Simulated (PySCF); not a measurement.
Molfile (atoms numbered from 1):
```
C3H4Cl2OSi
     RDKit          3D

 11 10  0  0  0  0  0  0  0  0999 V2000
    0.0753   -1.3829    0.6101 C   0  0  0  0  0  0  0  0  0  0  0  0
    0.4160   -0.1490   -0.1989 C   0  0  0  0  0  0  0  0  0  0  0  0
    1.5055   -0.0169   -0.9293 C   0  0  0  0  0  0  0  0  0  0  0  0
    2.4501    0.1425   -1.5832 O   0  0  0  0  0  0  0  0  0  0  0  0
   -0.6961    1.3142   -0.2021 Si  0  0  0  0  0  4  0  0  0  0  0  0
   -0.8715    2.0436    1.7192 Cl  0  0  0  0  0  0  0  0  0  0  0  0
   -2.5779    0.7255   -0.8007 Cl  0  0  0  0  0  0  0  0  0  0  0  0
   -0.0173   -1.1274    1.6768 H   0  0  0  0  0  0  0  0  0  0  0  0
    0.8437   -2.1611    0.5095 H   0  0  0  0  0  0  0  0  0  0  0  0
   -0.8860   -1.8035    0.2775 H   0  0  0  0  0  0  0  0  0  0  0  0
   -0.2041    2.3888   -1.0945 H   0  0  0  0  0  0  0  0  0  0  0  0
  1  2  1  0
  2  3  2  0
  3  4  2  0
  2  5  1  0
  5  6  1  0
  5  7  1  0
  1  8  1  0
  1  9  1  0
  1 10  1  0
  5 11  1  0
M  END
```

Geometry: PBE0-D3(BJ)/def2-SVP; GIAO shifts from PySCF 2.14, gas phase, non-relativistic, averaged over equivalent atoms.

At PBE0/pcSseg-0 (83 basis functions, 8.4 s wall time on 1 thread of an Arm Neoverse V1, shared host):
```tsv
atoms	δ (ppm)
C3	194.4
C2	17.1
C1	8.0
O4	375.0
Si5	48.5
Cl6/Cl7	38.5
H11	6.54
H8/H9/H10	1.88
```

Scale: TMS for $^{13}$C (σ = 193.52 ppm), $^{29}$Si (σ = 348.52 ppm), $^{1}$H (σ = 32.83 ppm); $^{17}$O (σ = 337.86 ppm) against H2O; $^{35}$Cl (σ = 952.40 ppm) vs HCl (reference shieldings calculated alike).

Q: Predict the values at BLYP/pcSseg-1 on the same geometry.

A: 
| atoms | δ at BLYP/pcSseg-1 | change |
| --- | --- | --- |
| C3 | 182.9 | -11.5 |
| C2 | 14.9 | -2.2 |
| C1 | 6.9 | -1.1 |
| O4 | 350.2 | -24.8 |
| Si5 | 18.0 | -30.5 |
| Cl6/Cl7 | 105.0 | +66.5 |
| H11 | 5.87 | -0.67 |
| H8/H9/H10 | 1.73 | -0.15 |

Referencing at the same level of theory: $^{13}$C (175.31 ppm), $^{29}$Si (323.46 ppm), $^{1}$H (31.36 ppm) vs TMS; H2O for $^{17}$O (333.67 ppm); $^{35}$Cl (920.86 ppm) against HCl.

The largest change is at Cl6/Cl7 (chlorine bonded to Si). Cost: 160 basis functions, 24 s wall time on 1 thread of an Arm Neoverse V1, shared host. The order of the carbon signals is the same at both levels.

Unscaled 17O shifts of doubly bonded oxygen tend to come out too high, by tens of ppm or more. Experimental scales use liquid or dissolved standards, which lie at an offset from isolated H2O (liquid H2O: subtract about 36 ppm).
